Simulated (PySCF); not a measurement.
**Correlation energy of P (phosphorus, neutral)**

[Ne] 3s2 3p3, high-spin 4S determinant. Computed with PySCF 2.14 in aug-cc-pCVQZ-DK (10s9p7d5f3g, 134 functions), with the spin-free X2C one-electron Hamiltonian (Gaussian nucleus). Frozen: [Ne]; 5 electrons correlated.

MP2 pair energies summed by pair of shells (mhartree):

```json
{"pair": "3s-3p", "energy": "-58.91", "share (%)": "65.3"}
{"pair": "3p-3p", "energy": "-19.50", "share (%)": "21.6"}
{"pair": "3s-3s", "energy": "-11.77", "share (%)": "13.0"}
```

Total MP2 correlation energy: -90.17 mhartree.

Same-spin part -24.10 and opposite-spin part -66.07 mhartree; SCS-MP2 scales them by 1/3 and 6/5 to -87.32 mhartree.
